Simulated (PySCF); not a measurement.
Isomers of C6H5F5, one GFN2-xTB conformer each. Single-point energies are computed at PBE0/pcSseg-1 (PySCF, gas phase, no added dispersion term), electronic only.

| SMILES | GFN2-xTB relative energy (kJ/mol) |
| --- | --- |
| C[C@@H](C(F)=C(F)F)/C(F)=C\F | 5.5 |
| C=C/C=C\C(F)(F)C(F)(F)F | 0.0 |
| C=CC(=C)C(F)(F)C(F)(F)F | 4.7 |

Conformers: `[CH3:1][C@@H:2]([C:3]([F:4])=[C:5]([F:6])[F:7])/[C:8]([F:9])=[CH:10]\[F:11]` with C1–C2–C3–F4 -91°, C1–C2–C8–F9 178°; `[CH2:1]=[CH:2]/[CH:3]=[CH:4]\[C:5]([F:6])([F:7])[C:8]([F:9])([F:10])[F:11]` with C1–C2–C3–C4 179°, C3–C4–C5–F6 158°; `[CH2:1]=[CH:2][C:3](=[CH2:4])[C:5]([F:6])([F:7])[C:8]([F:9])([F:10])[F:11]` with C1–C2–C3–C4 -178°, C2–C3–C5–F6 -42°.

Task: What does PBE0/pcSseg-1 give for the same structures?

Result: 
```csv
SMILES,PBE0/pcSseg-1 E (Eh),PBE0/pcSseg-1 (kJ/mol),GFN2-xTB (kJ/mol),point group
C=C/C=C\C(F)(F)C(F)(F)F,-730.02125,0.0,0.0,C1
C=CC(=C)C(F)(F)C(F)(F)F,-730.01734,10.3,4.7,C1
C[C@@H](C(F)=C(F)F)/C(F)=C\F,-729.96881,137.7,5.5,C1
```

Both levels put the same isomer lowest; measured from each level's own lowest isomer, the values differ by up to 132.2 kJ/mol (C[C@@H](C(F)=C(F)F)/C(F)=C\F: 5.5 against 137.7). Neighbours about 10 kJ/mol apart or less (C=C/C=C\C(F)(F)C(F)(F)F and C=CC(=C)C(F)(F)C(F)(F)F) can change places with a better method, another conformer or zero-point energy.

Task: Which frontier levels, dipoles and rotational constants go with these structures?

Result: 
| SMILES | HOMO (eV, PBE0/pcSseg-1) | LUMO (eV) | dipole (D) | A, B, C (MHz) |
| --- | --- | --- | --- | --- |
| C=C/C=C\C(F)(F)C(F)(F)F | -7.55 | -1.73 | 2.85 | 1759, 784.3, 708.6 |
| C=CC(=C)C(F)(F)C(F)(F)F | -7.45 | -1.55 | 2.39 | 1461, 1041, 917.4 |
| C[C@@H](C(F)=C(F)F)/C(F)=C\F | -7.39 | 0.08 | 1.75 | 1549, 746.1, 689.9 |
